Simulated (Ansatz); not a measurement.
Frontier orbitals of C3H10OSn (`[CH3][Sn]([CH3])([CH3])[OH]`).

Cartesian coordinates in Å:
```
C 0.1470 -1.6196 -1.2730
Sn -0.0933 -0.0816 0.1976
C 1.7331 0.9810 0.5454
C -1.7626 1.1900 -0.1656
O -0.6124 -0.9555 1.9006
H 0.3622 -1.1831 -2.2498
H 0.9705 -2.2801 -0.9979
H -0.7688 -2.2074 -1.3426
H 2.5331 0.2842 0.7993
H 2.0264 1.5376 -0.3464
H 1.5994 1.6809 1.3707
H -1.6275 1.7562 -1.0882
H -1.8770 1.8866 0.6652
H -2.6678 0.5880 -0.2476
H 0.0379 -1.5772 2.2323
```

The species carries charge 0 and has multiplicity 1. Correlated methods include outer-core shells of Sn, which these sets cover unevenly. Sn takes the def2 core potential. All single points use the PBE0-D4/def2-TZVP geometry. It is one conformer, not always the lowest. Basis def2-TZVPP, Ansatz.

Orbital energies of one run (eV). Highest occupied ones, from the top: -6.33, -6.89, -7.47, -7.51, -9.89, -9.93, -10.05, -10.08, -10.22, -10.28, -10.51, -12.20, -17.58, -17.60. Empty: -0.06, 0.42, 1.24, 1.31, 1.88, 2.40.

(1) Which functional gave them?
A. LC-ωPBE
B. r2SCAN
C. HSE06 (plane-wave form)
D. B3LYP

## Answers

(1) B. HOMO energies: r2SCAN -6.33, LC-ωPBE -10.18, HSE06 -7.06, B3LYP -7.23 eV.

B3LYP here is the variant with VWN-RPA as its local correlation; programs differ in this. LC-ωPBE has ω = 0.4 bohr⁻¹.
